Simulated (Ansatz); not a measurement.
Computed with Ansatz on PBE0-D4/def2-TZVP structures; ΔE is electronic, products minus reactants. CCSD(T)/CBS is the MP2 limit (def2-TZVPP, def2-QZVPP) plus CCSD(T) − MP2 in def2-TZVPP, frozen cores. This one scheme is used for every species. Functionals use def2-TZVPP. B3LYP here is the variant with VWN-RPA as its local correlation; programs differ in this. Each species was taken in one conformer, which may not be the lowest.

`CC[SiH2]PO` + H₂ → `CC[SiH2]P` + H₂O  (hydrogenolysis of a P–O bond)

`CC[SiH2]PO`:

```xyz
14

C     0.798    1.359   -0.737
C     0.874    0.636    0.603
Si   -0.747   -0.127    1.163
P    -1.580   -1.607   -0.331
O    -0.133   -2.294   -0.811
H     1.754    1.822   -0.994
H     0.540    0.669   -1.543
H     0.043    2.150   -0.726
H     1.615   -0.168    0.561
H     1.206    1.318    1.395
H    -0.564   -0.828    2.464
H    -1.814    0.904    1.328
H    -1.714   -0.614   -1.348
H    -0.279   -3.219   -1.025
```

H₂:

Z-matrix (Å, degrees):
```
H
H 1 0.746
```

`CC[SiH2]P`:

Cartesian coordinates in Å:
```
C -0.163 0.096 1.700
C 0.977 0.109 0.686
Si 0.410 0.348 -1.088
P -0.977 -1.340 -1.668
H 0.210 -0.012 2.721
H -0.852 -0.733 1.517
H -0.746 1.020 1.659
H 1.545 -0.826 0.737
H 1.687 0.910 0.918
H -0.241 1.681 -1.238
H 1.570 0.289 -2.020
H -1.315 -0.757 -2.918
H -2.105 -0.783 -1.008
```

H₂O:

Cartesian coordinates in Å:
```
O 0.198 -0.221 0.252
H 0.524 0.173 -0.560
H -0.722 0.048 0.308
```

Task: Is it downhill or uphill in electronic energy at CCSD(T)/CBS, and by how much? (Best estimate.)

Result: Computed: Downhill: ΔE = -0.52 eV.

Task: What do these levels give: PBE-D4, B2PLYP, PBE, B3LYP, CCSD/def2-TZVPP, CCSD/CBS(def2)? (Best estimate.)

Result: Ansatz gave: PBE-D4 -0.45, B2PLYP -0.49, PBE -0.49, B3LYP -0.49, CCSD/def2-TZVPP -0.57, CCSD/CBS(def2) -0.55 eV.

Largest T1 diagnostic among the species: 0.012.

From PBE to PBE0 (25 % exact exchange), in def2-TZVPP and without D4, ΔE moves by −0.06 eV. In def2-TZVPP, CCSD(T) changes the Hartree–Fock value by +0.04 eV (the triples alone add +0.03 eV) and MP2 by +0.06 eV. The D4 term adds +0.06 eV with B3LYP and +0.03 eV with PBE0; it sums over pairs of atoms, weighted by their polarisabilities, and B3LYP, whose exchange is more repulsive, gets the larger term.
